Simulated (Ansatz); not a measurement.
`[Cl][Ge]([Cl])([Cl])[Cl]` → Cl₂ + `[Cl][Ge][Cl]`  (germylene formation by 1,1-elimination)

Calculated with Ansatz (gas phase, PBE0-D4/def2-TZVP geometries, no zero-point term in ΔE). CCSD(T)/CBS adds triple-zeta CCSD(T) − MP2 to the extrapolated MP2 energy (def2 sets, frozen cores). This one scheme is used for every species. Functionals use def2-TZVPP. B3LYP here is the variant with VWN-RPA as its local correlation; programs differ in this. For Ge outer-core shells are correlated without core-valence functions, which leaves a few kJ/mol of doubt a bond. Scalar relativity is left out up to krypton.

CCSD(T)/CBS gives +3.57 eV.

Q: Another level gave +3.10 eV. Which?
A. BLYP/def2-TZVPP
B. PBE-QIDH/def2-TZVPP
C. B3LYP/def2-TZVPP
D. ωB97X-V/def2-TZVPP

A: C. B3LYP 3.10, PBE-QIDH 3.98, ωB97X-V 3.74, BLYP 2.74 eV.

Largest T1 diagnostic among the species: 0.013.

From r2SCAN to r2SCAN0 (25 % exact exchange), in def2-TZVPP and without D4, ΔE moves by +0.15 eV. In def2-TZVPP, CCSD(T) changes the Hartree–Fock value by +0.04 eV (the triples alone add +0.00 eV) and MP2 by +0.33 eV.
